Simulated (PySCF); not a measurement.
## Basis-set dependence of excited states

m-toluidine, C7H9N.
SMILES: `Cc1cccc(N)c1`

TDDFT with PBE0 (PySCF), vertical singlets, core orbitals frozen in the response, spherical d and f functions. Geometry: PBE0-D3(BJ)/def2-SVP; no solvent, vibrations or thermal averaging.

Task: Compare 6-31G*, def2-SVP, 6-31+G*, def2-SVPD and aug-cc-pVDZ for this molecule.

Result: 

```tsv
basis	functions	diffuse	S1 (eV)	S2 (eV)	S3 (eV)	S4 (eV)	S5 (eV)	LUMO (eV)	α (au)
6-31G*	130	no	4.94	5.82	6.71	6.76	6.90	0.48	76.2
def2-SVP	157	no	4.87	5.74	6.27	6.66	6.78	0.21	80.4
6-31+G*	162	yes	4.76	4.90	5.48	5.61	5.64	0.01	89.3
def2-SVPD	232	yes	4.77	5.42	5.60	6.08	6.23	-0.03	92.5
aug-cc-pVDZ	265	yes	4.67	4.70	5.23	5.31	5.43	-0.16	95.3
```

States are compared by their number. Against the largest diffuse basis here (aug-cc-pVDZ, itself not a converged limit), sets without diffuse functions differ by up to 0.27 eV in S1 and 1.48 eV in S5; the smaller diffuse sets differ by up to 0.09 and 0.80 eV. State by state, the largest deviation of a set without diffuse functions is S1 0.27, S2 1.12, S3 1.48, S4 1.45, S5 1.48 eV. The same number needn't mean the same state in each row. Against aug-cc-pVDZ the polarisability deviates by -20% in 6-31G*, -16% in def2-SVP, -6% in 6-31+G*, -3% in def2-SVPD. A single + in a Pople set puts diffuse functions on heavy atoms only.
